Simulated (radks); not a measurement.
Polarisability of neutral zirconium, [Kr] 4d2 5s2, at imaginary frequency. Calculated with a radial shooting solver on a logarithmic mesh with Libxc functionals: scalar-relativistic Kohn-Sham, PBE, spin-unpolarised, spherical densities, finite nucleus; Fermi nuclear charge, rms radius 4.2694 fm. Response by self-consistent Sternheimer equations with the Hartree and adiabatic LDA kernel, the relativistic mass of each level held fixed and spin-orbit coupling left out.

w (hartree)  alpha1(iw) (bohr^3)
0.00266                    114.5
0.0143                     113.4
0.0360                     107.8
0.0697                     93.35
0.118                      70.77
0.186                      47.57
0.280                      29.84
0.413                      18.25
0.605                      11.08
0.892                      6.640
1.35                       3.796
2.12                       1.950
3.59                      0.8423
6.94                      0.2904
17.5                     0.06781

Static values: alpha1 = 114.5 bohr^3 (16.97 angstrom^3; uncoupled 237.5). C6 = 1574, triple-dipole C9 = 128600 atomic units. One-pole (London) frequency 4 C6 / (3 alpha1^2) = 0.160 hartree, against 0.132 for minus the highest occupied eigenvalue. Recommended static value: 112 bohr^3 (Schwerdtfeger and Nagle, 2023 table).

Beside tabulated values, note that spin-unpolarised runs miss the spin-polarisation part of the exchange energy of open shells.
